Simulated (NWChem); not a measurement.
Species: C₄H₃B; SMILES C(#C)BC#C

```xyz
8

B      0.0000     0.0000    -0.8460
C      1.3232     0.0000    -0.1068
C      2.3991     0.0000     0.4678
H      3.3469     0.0000     0.9769
C     -1.3232     0.0000    -0.1068
C     -2.3991     0.0000     0.4678
H     -3.3469     0.0000     0.9769
H      0.0000     0.0000    -2.0549
```
Atoms are numbered in this order, from 1.

Program: NWChem. All runs use the structure optimised with PBE0/def2-SVP. Ions are spin-unrestricted doublets at the neutral geometry; other ion states weren't tried. Functional: LC-ωPBE (HJS hole) with def2-SVP; rows give the range parameter ω in 1/bohr.

**Question.** At which range parameter does −ε(HOMO) equal the ΔSCF ionisation energy (optimal tuning)?

**Answer.** about 0.39 per bohr, by linear interpolation in these runs:
```csv
range parameter (1/bohr),"vertical ionisation energy, ΔSCF (eV)",−ε(HOMO) (eV),ΔSCF minus −ε(HOMO) (eV)
0.05,9.84,7.59,2.25
0.15,10.07,8.95,1.12
0.40,10.88,10.92,-0.04
0.50,11.06,11.30,-0.24
0.60,11.17,11.55,-0.38
```
